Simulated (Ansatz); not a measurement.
Reaction (ligand exchange at the Si–N bond): `CC(C)N[SiH3]` + `B[SiH2]CS` → `B[SiH2]CS[SiH3]` + `CC(C)N`

Calculated with Ansatz (gas phase, PBE0-D4/def2-TZVP geometries, no zero-point term in ΔE). CCSD(T)/CBS adds triple-zeta CCSD(T) − MP2 to the extrapolated MP2 energy (def2 sets, frozen cores). Functionals use def2-TZVPP. B3LYP here is the variant with VWN-RPA as its local correlation; programs differ in this. One conformer a species, not always the lowest.

Task: Is it downhill or uphill in electronic energy at CCSD(T)/CBS, and by how much? (Best estimate.)

Result: Ansatz gave: Downhill: ΔE = -12.7 kJ/mol.

Task: What do these levels give: PBE-D4, BLYP-D4, ωB97X-V, revPBE, B3LYP, SCS-MP2/def2-QZVPP? (Best estimate.)

Result: The calculation gave: PBE-D4 -20.2, BLYP-D4 -12.6, ωB97X-V -10.6, revPBE -21.9, B3LYP -10.6, SCS-MP2/def2-QZVPP -9.5 kJ/mol.

Largest T1 diagnostic among the species: 0.012.

In def2-TZVPP, CCSD(T) changes the Hartree–Fock value by −6.2 kJ/mol (the triples alone add −2.2 kJ/mol) and MP2 by −7.2 kJ/mol. Leaving LDA and LC-ωPBE aside and taking each functional with its dispersion term where it has one, the values, not all of them listed here, spread over 14.1 kJ/mol, from PBE-D4 to CAM-B3LYP-D4. LDA lies +7.3 kJ/mol from PBE without D4.
